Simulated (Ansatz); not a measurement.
A nudged elastic band was laid between two geometries of CH7AlGeS (11 atoms, charge 0, multiplicity 1).

Method: RKS LDA/def2-SVP in Ansatz 0.2.0.

```json
{
  "movable images": "7",
  "climbing image": "yes",
  "spring": "5.0 eV/Å²",
  "optimiser": "quadratic models (default)",
  "start path": "through a guess of the saddle point",
  "force threshold": "0.03 eV/Å",
  "iteration limit": "60",
  "end points": "relaxed"
}
```

Image 0:

```xyz
11
Properties=species:S:1:pos:R:3
S 0.436 1.908 0.756
C 1.599 0.470 0.756
Al -0.080 -0.507 1.013
Ge -1.264 -0.937 -1.078
H 0.029 1.783 -0.548
H 2.229 0.599 1.661
H 2.233 0.466 -0.152
H -0.534 -0.863 2.502
H -2.796 -0.715 -1.035
H -0.736 0.074 -2.144
H -1.051 -2.335 -1.709
```

Image 8:

```xyz
11
Properties=species:S:1:pos:R:3
S 2.154 0.221 0.068
C 0.835 1.356 0.700
Al -0.173 -0.324 0.749
Ge -1.521 -0.868 -1.207
H 2.559 -0.257 1.284
H 0.610 2.040 -0.144
H 1.190 1.937 1.574
H -0.020 -1.206 2.078
H -3.028 -0.564 -1.002
H -1.093 -0.037 -2.445
H -1.447 -2.355 -1.635
```

(1) Which bonds break or form, and what moves?

(2) Give the energies along the band, and the barrier.

(3) What is the geometry of the highest image?

(4) What are the harmonic wavenumbers there?

## Answers

(1) No bond is made or broken. The dihedral S1–C2–Al3–H8 goes from -94 to 86°.

(2) It converged. The highest image is number 4 of 0 to 8, 10.3 kcal/mol above the first end and 9.9 kcal/mol above the last; the last end lies 0.4 kcal/mol above the first. A vibrational analysis at the climbing image gives one clearly imaginary mode, 86i cm⁻¹: a first-order saddle point.

| image | path coordinate (Å) | energy (kcal/mol) | dihedral S1–C2–Al3–H8 (°) |
| --- | --- | --- | --- |
| 0 | 0.00 | 0.0 | -94 |
| 1 | 1.06 | 2.3 | -109 |
| 2 | 2.12 | 8.1 | -137 |
| 3 | 3.18 | 10.0 | -173 |
| 4 | 4.24 | 10.3 | 169 |
| 5 | 5.31 | 9.9 | 147 |
| 6 | 6.37 | 7.8 | 120 |
| 7 | 7.43 | 2.1 | 99 |
| 8 | 8.49 | 0.4 | 86 |

(3) 
```xyz
11
Properties=species:S:1:pos:R:3
S 1.316 1.922 -0.438
C 1.320 0.826 1.005
Al 0.083 -0.686 0.887
Ge -1.531 -0.753 -0.953
H 1.149 0.971 -1.407
H 0.965 1.446 1.863
H 2.351 0.504 1.284
H 0.171 -1.868 1.972
H -2.937 -1.189 -0.468
H -1.700 0.582 -1.713
H -1.122 -1.813 -2.010
```

(4) 86i, 28, 76, 102, 198, 284, 305, 370, 387, 518, 563, 651, 737, 759, 841, 850, 874, 1034, 1063, 1321, 1845, 2058, 2073, 2097, 2566, 2954, 3010 cm⁻¹.

The run took 87 s on 2 threads of AMD EPYC 9B45 (Zen 5), on a shared host, peak memory 0.19 GiB.
